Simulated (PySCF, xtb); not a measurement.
H4Si2, SMILES [SiH][SiH3] (connectivity only; charge and spin as stated), neutral, multiplicity 1.

Harmonic wavenumbers (cm⁻¹) from xtb with GFN2-xTB at its own minimum, in rising order: 146, 351, 371, 522, 586, 811, 832, 883, 1956, 2120, 2125, 2158.

Question: What does PySCF with PBE0-D3(BJ)/def2-TZVP give at its own minimum? (An estimate is asked for; the answer gives what the named calculation found.)

Answer: 63, 337, 399, 427, 706, 849, 916, 945, 2040, 2170, 2195, 2214. Paired by order, the mean absolute difference is 65 cm⁻¹ and the zero-point energies are 18.4 and 19.0 kcal/mol.
